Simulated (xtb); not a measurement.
C₃H₇ (SMILES C[CH]C), doublet, geometry from GFN2-xTB; xtb with GFN0-xTB.

Here is a job for xtb.
```
$ xtb mol.xyz --gfn 0 --uhf 1 --json

# file mol.xyz
10

C     -0.08073437     0.51425383     0.00202403
C      0.04477701    -0.19753283     1.29093157
C      0.04445320    -0.18802225    -1.29225504
H     -0.46360008     1.52072873     0.00525132
H      0.40419944     0.47041680     2.07407067
H      0.43018374     0.47888266    -2.06403124
H     -0.92265236    -0.59238384     1.63168364
H      0.72527311    -1.04407116     1.20462375
H      0.70335913    -1.05117986    -1.20587517
H     -0.92773804    -0.55458579    -1.64992641
```

It wrote (shortened):

```
   ID    Z sym.   atoms
    1    6 C      1-3
    2    1 H      4-10

           -------------------------------------------------
          |                Calculation Setup                |
           -------------------------------------------------

           -------------------------------------------------
          |                 G F N 0 - x T B                 |
           -------------------------------------------------

          ...................................................
          :                      SETUP                      :
          :.................................................:
          :  # basis functions                  26          :
          :  # atomic orbitals                  26          :
          :  # shells                           20          :
          :  # electrons                        19          :
          :  electronic temp.          300.0000000     K    :
          :  accuracy                    1.0000000          :
          :  -> integral cutoff          0.2500000E+02      :
          :  -> integral neglect         0.1000000E-07      :
          ...................................................

         :::::::::::::::::::::::::::::::::::::::::::::::::::::
         ::                     SUMMARY                     ::
         :::::::::::::::::::::::::::::::::::::::::::::::::::::
         :: total energy             -10.174972856218 Eh    ::
         :: gradient norm              0.006402118775 Eh/a0 ::
         :: HOMO-LUMO gap              5.271602203924 eV    ::
         ::.................................................::
         :: H0 energy                -10.328869236390 Eh    ::
         :: repulsion energy           0.168134802458 Eh    ::
         :: electrostat energy        -0.012542846509 Eh    ::
         :: -> Gsolv                   0.000000000000 Eh    ::
         ::    -> Gsasa                0.000000000000 Eh    ::
         ::    -> Gshift               0.000000000000 Eh    ::
         :: dispersion energy         -0.001695575776 Eh    ::
         :: short-range corr.          0.000000000000 Eh    ::
         :: add. restraining           0.000000000000 Eh    ::
         :: total charge               0.000000000000 e     ::
         :::::::::::::::::::::::::::::::::::::::::::::::::::::

           -------------------------------------------------
          |                Property Printout                |
[...]
      -------------------------------------------------------------
                  HL-Gap            0.1937278 Eh            5.2716 eV
             Fermi-level            0.0000000 Eh            0.0000 eV

     #   Z          covCN         q      C6AA      α(0)
     1   6 C        2.882    -0.122    32.789     9.358
     2   6 C        3.751    -0.291    29.686     7.863
     3   6 C        3.752    -0.291    29.689     7.863
     4   1 H        0.926     0.098     1.799     2.098
     5   1 H        0.924     0.098     1.805     2.101
     6   1 H        0.924     0.098     1.804     2.100
     7   1 H        0.923     0.100     1.788     2.091
     8   1 H        0.925     0.106     1.736     2.060
     9   1 H        0.925     0.106     1.734     2.059
    10   1 H        0.923     0.100     1.789     2.092

 Mol. C6AA /au·bohr⁶  :        672.311784
 Mol. C8AA /au·bohr⁸  :      14814.662559
 Mol. α(0) /au        :         39.685478

Wiberg/Mayer (AO) data.
largest (>0.10) Wiberg bond orders for each atom

 ---------------------------------------------------------------------------
     #   Z sym  total        # sym  WBO       # sym  WBO       # sym  WBO
 ---------------------------------------------------------------------------
     1   6 C    3.255 --     2 C    1.078     3 C    1.078     4 H    0.982
     2   6 C    3.979 --     1 C    1.078     8 H    0.973     5 H    0.970
                             7 H    0.942
     3   6 C    3.979 --     1 C    1.078     9 H    0.974     6 H    0.969
                            10 H    0.942
     4   1 H    0.988 --     1 C    0.982
     5   1 H    0.988 --     2 C    0.970
     6   1 H    0.988 --     3 C    0.969
     7   1 H    0.990 --     2 C    0.942
     8   1 H    0.983 --     2 C    0.973
     9   1 H    0.982 --     3 C    0.974
    10   1 H    0.990 --     3 C    0.942
 ---------------------------------------------------------------------------

Topologies differ in total number of bonds
Writing topology from bond orders to xtbtopo.mol

 dipole moment from electron density (au)
     X       Y       Z
  -0.0561  -0.1764  -0.0012  total (Debye):    0.471

           -------------------------------------------------
          | TOTAL ENERGY              -10.174972856218 Eh   |
          | GRADIENT NORM               0.006402118775 Eh/α |
          | HOMO-LUMO GAP               5.271602203924 eV   |
           -------------------------------------------------

normal termination of xtb
```
